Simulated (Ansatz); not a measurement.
`C[O][Al]([Cl])[O]C` → Al• + 2 C• + Cl• + 6 H• + 2 O•  (atomization)

Calculated with Ansatz (gas phase, PBE0-D4/def2-TZVP geometries, no zero-point term in ΔE). CCSD(T)/CBS adds triple-zeta CCSD(T) − MP2 to the extrapolated MP2 energy (def2 sets, frozen cores). This one scheme is used for every species, atoms too. DFT in def2-TZVPP. No spin–orbit coupling; open shells (•) take unrestricted orbitals. Spin–orbit coupling would lower the free atoms: a little for Al, C, Cl, O. One conformer a species, not always the lowest.

```json
{"species": "`C[O][Al]([Cl])[O]C`", "B2PLYP energy (Eh)": "-932.76861"}
{"species": "Al•", "B2PLYP energy (Eh)": "-242.24823"}
{"species": "C•", "B2PLYP energy (Eh)": "-37.82703"}
{"species": "Cl•", "B2PLYP energy (Eh)": "-460.02199"}
{"species": "H•", "B2PLYP energy (Eh)": "-0.49861"}
{"species": "O•", "B2PLYP energy (Eh)": "-75.05191"}
```

Problem. Work out ΔE.

Solution. ΔE = 6 × (-0.49861) + 2 × (-37.82703) + 2 × (-75.05191) + (-242.24823) + (-460.02199) − (-932.76861) = 1.74885 Eh = +1097.4 kcal/mol. CCSD(T)/CBS gives +1111.8 kcal/mol.

Largest T1 diagnostic among the species: 0.018.

In def2-TZVPP, CCSD(T) changes the Hartree–Fock value by +267.3 kcal/mol (the triples alone add +15.9 kcal/mol) and MP2 by +293.4 kcal/mol; breaking electron pairs costs correlation energy, which Hartree–Fock lacks. The D4 term adds +8.9 kcal/mol with B3LYP and +4.8 kcal/mol with PBE0; it sums over pairs of atoms, weighted by their polarisabilities, and B3LYP, whose exchange is more repulsive, gets the larger term. From PBE to PBE0 (25 % exact exchange), in def2-TZVPP and without D4, ΔE moves by −19.6 kcal/mol: exact exchange takes away binding that semilocal exchange gives to molecules.

B3LYP here is the variant with VWN-RPA as its local correlation; programs differ in this.

For atomizations the MP2-based limit and the directly extrapolated one differ by several kJ/mol either way, and by 10 to 25 for some Ge, Se and Sn compounds, so smaller differences from it don't rank the levels.
